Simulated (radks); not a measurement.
Results of a calculation; reference values are marked as such.
Question: Pt III, configuration [Kr] 4d10 4f14 5s1.5 5p6 5d8 6s0.5 (fractional occupations, a model configuration). Code: a radial shooting solver on a logarithmic mesh with Libxc functionals. Model: Dirac Kohn-Sham, B86b exchange with PBE correlation, spin-unpolarised, spherical densities, finite nucleus; open shells fill j = l - 1/2 first; Fermi nuclear charge, rms radius 5.427 fm.

Spin-orbit splittings of the eigenvalues, e(l+1/2) - e(l-1/2), with zeta = 2 splitting/(2l+1) and mean radii in bohr:

shell  occ.  splitting (eV)  zeta (eV)  <r> j=l-1/2  <r> j=l+1/2
2p        6            1729       1153      0.05906      0.06749
3p        6           380.1      253.4       0.1768       0.1923
3d       10           81.93      32.77       0.1676       0.1723
4p        6           90.51      60.34       0.4179       0.4517
4d       10           16.84      6.735       0.4616       0.4728
4f       14               ?          ?       0.5114       0.5186
5p        6           15.23      10.16        1.027        1.122
5d        8           1.586     0.6345        1.494        1.545

Estimate the 4f splitting.

Answer: 3.462 eV (zeta = 0.9891 eV).
